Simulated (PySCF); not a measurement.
Trimethylamine trimethylborane, C₆H₁₈BN.
InChI=1S/C6H18BN/c1-7(2,3)8(4,5)6/h1-6H3

Method: PySCF 2.14.0, density-fitted response routines, TDDFT PBE0/def2-SVPD, vertical, gas phase, core orbitals frozen in the response. Isolated species at its PBE0-D3(BJ)/def2-SVP geometry, gas phase. Torsions of this conformer, `[CH3:1][B-:2]([CH3:3])([CH3:4])[N+:5]([CH3:6])([CH3:7])[CH3:8]`: C1–B2–N5–C6 168°.

Each state is given a Gaussian of 0.4 eV full width at half maximum, with ε(max) = 2.175×10⁸ f / Δν̃ (Δν̃ the width in cm⁻¹). The width is an assumption, not a result. The curve ends short of the highest state used, and states not computed would add to its high-energy end.

(λ (nm), ε (L mol⁻¹ cm⁻¹)): (171.8, 475), (172.7, 398), (173.5, 406), (174.4, 496), (175.2, 646), (176.0, 858), (176.9, 1160), (177.7, 1473), (178.5, 1812), (179.4, 2197), (180.2, 2516), (181.0, 2787), (181.9, 3007), (182.7, 3112), (183.5, 3123), (184.4, 3025), (185.2, 2851), (186.0, 2612), (186.9, 2290), (187.7, 1980), (188.5, 1668), (189.4, 1334), (190.2, 1065), (191.0, 831), (191.9, 611), (192.7, 453), (193.5, 329), (194.4, 224), (195.2, 155), (196.0, 106), (196.9, 67), (197.7, 44), (198.5, 28), (199.4, 17), (200.2, 10), (201.0, 6)

Question: Locate the maxima and give the states behind the curve.

Answer: 183 nm (6.77 eV), ε about 3100, made up of S1 (50%) and S2 (50%) (ε in L mol⁻¹ cm⁻¹; maxima over ε = 5, shares over 10%). At its high-energy end, 7.21 eV, the curve is still rising (ε about 450, from S1, S2, S3 and S4). The states used: S1 6.77 eV (f 0.023); S2 6.77 eV (f 0.023); S3 7.58 eV (f 0.027); S4 7.58 eV (f 0.027); S5 7.74 eV (f 0.0004); S6 7.74 eV (f 0.0005); S7 7.74 eV (f 0.0005); S8 7.75 eV (f 0.0001); S9 7.81 eV (f 0.018).

Question: Coming from long wavelengths, where does ε first pass 100 L mol⁻¹ cm⁻¹?

Answer: At about 196 nm (6.32 eV), 0.44 eV below S1.

Question: What would ε be at 6.77 eV, the highest of these maxima, with half the width (0.2 eV)?

Answer: About 6260 L mol⁻¹ cm⁻¹ against 3130, a factor of about 2.00; a lone state at its own centre would give exactly 2.

Question: On this curve, what absorbance would a 10⁻⁵ mol/L sample give at 193 nm over a 1 cm path?

Answer: 193 nm is 6.424 eV, where ε is about 400 L mol⁻¹ cm⁻¹, so A = ε c l ≈ 0.004 (Beer–Lambert, with the gas-phase spectrum and the assumed width).

All these states lie below the vertical ionisation energy of 9.15 eV (ΔSCF).
